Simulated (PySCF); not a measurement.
Two-component Hartree-Fock for Lu(34+) (lutetium, charge +34)

Start: [Kr] 4d1; 4d5/2 filled at m_j = +5/2. Calculated with PySCF 2.14 in an even-tempered Gaussian basis (17 s from 3.5 bohr⁻², ratio 2.8; 14 p from 4.6 bohr⁻², ratio 2.8; 9 d from 4.6 bohr⁻², ratio 2.8; 3 f from 16 bohr⁻², ratio 3): generalised Hartree-Fock with the X2C-1e Hamiltonian and a Gaussian nucleus; one run each with spin-orbit coupling (SO) screened by Boettger's factors, then bare. This is a chosen level, not necessarily the ground level.

```csv
spinor shell,electrons,"ε, screened SO (eV)","ε, bare SO (eV)",weight of nominal j (bare SO),"rms radius, bare SO (bohr)"
1s1/2,2,-65029.5,-65028.4,1.000,0.0219
2s1/2,2,-12363.4,-12363.1,1.000,0.0885
2p1/2,2,-11845.1,-11872.2,1.000,0.0752
2p3/2,4,-10722.4,-10713.2,1.000,0.0825
3s1/2,2,-3901.1,-3901.0,1.000,0.224
3p1/2,2,-3673.9,-3679.9,1.000,0.215
3p3/2,4,-3423.7,-3421.6,1.000,0.230
3d3/2,4,-3046.3,-3051.8,1.000,0.202
3d5/2,6,-2993.1,-2989.7,1.000,0.206
4s1/2,2,-1715.6,-1715.6,1.000,0.472
4p1/2,2,-1612.2,-1614.0,0.999,0.473
4p3/2,4,-1538.5,-1537.8,1.000,0.499
4d5/2,1,-1380.9,-1379.9,1.000,0.490
```

| quantity | screened SO | bare SO |
| --- | --- | --- |
| E (hartree) | -13919.92590 | -13920.86134 |
| M_J | 5/2 | 5/2 |
| ⟨J²⟩ | 8.751 | 8.751 |
| ⟨L²⟩ | 6.069 | 6.074 |
| ⟨S²⟩ | 0.818 | 0.823 |

Each row is a mean over spinors that exchange with the open shell spreads, by up to 13.640 eV (4p3/2).

Breit and QED terms are absent; they matter most for the inner s and p1/2 levels.

Densities and radii are taken from the X2C orbitals without a picture-change correction, which distorts them close to the nucleus.
